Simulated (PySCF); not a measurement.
## Spin states and ions at one geometry of Tl2

PySCF 2.14.0, UKS B3LYP, Tl def2-SVP with ECP60; non-relativistic Hamiltonian with scalar-relativistic core potentials where named; density fitting; no spin-orbit coupling; singlets restricted, open shells unrestricted. The geometry is relaxed for charge 0, triplet, vacuum:

```xyz
2

Tl    0.0000    0.0000    1.6019
Tl    0.0000    0.0000   -1.6019
```

Energies count from the relaxed state; an electron taken off or put on is at rest in vacuum. Charges and spins are Mulliken's.

```json
{"state": "charge 0, triplet, vacuum", "energy (eV)": "0.00", "spin squared": "2.00", "charge on Tl1 (e)": "0.00", "spin on Tl1 (e)": "1.00", "dipole about the centre of mass (D)": "0.00"}
{"state": "charge 0, quintet, vacuum", "energy (eV)": "5.26", "spin squared": "6.00", "charge on Tl1 (e)": "0.00", "spin on Tl1 (e)": "2.00", "dipole about the centre of mass (D)": "0.00"}
{"state": "charge +1, doublet, vacuum", "energy (eV)": "5.40", "spin squared": "0.75", "charge on Tl1 (e)": "0.50", "spin on Tl1 (e)": "0.50", "dipole about the centre of mass (D)": "0.00"}
{"state": "charge +1, quartet, vacuum", "energy (eV)": "11.20", "spin squared": "3.75", "charge on Tl1 (e)": "0.50", "spin on Tl1 (e)": "1.50", "dipole about the centre of mass (D)": "0.00"}
{"state": "charge -1, doublet, vacuum", "energy (eV)": "-0.69", "spin squared": "1.75", "charge on Tl1 (e)": "-0.50", "spin on Tl1 (e)": "0.50", "dipole about the centre of mass (D)": "0.00"}
{"state": "charge -1, quartet, vacuum", "energy (eV)": "-0.89", "spin squared": "3.75", "charge on Tl1 (e)": "-0.50", "spin on Tl1 (e)": "1.50", "dipole about the centre of mass (D)": "0.00"}
```

Problem. What does the state charge 0, singlet, vacuum give?

Solution. energy (eV) 0.32, spin squared 0.00, charge on Tl1 (e) 0.00, spin on Tl1 (e) 0.00, dipole about the centre of mass (D) 0.00.

With an electron taken off (doublet, the lower of the two states computed) the charges change, summed by element, by Tl +1.00 e. The vertical ionisation energy is 5.40 eV, against −ε(HOMO) = 3.58 eV over both spins of the relaxed state. The level lies 1.8 eV too high, as is usual for semilocal functionals and global hybrids, which keep a self-interaction error.

With an electron put on (quartet, the lower of the two states computed) the charges change, summed by element, by Tl -1.00 e. The vertical electron affinity is 0.89 eV, against −ε(LUMO) = 2.57 eV over both spins of the relaxed state. The basis has no diffuse functions, which an added electron needs. The added electron's level lies above zero.

Open shells may have lower solutions than those found. Spin squared well over S(S+1) tells of spin contamination.
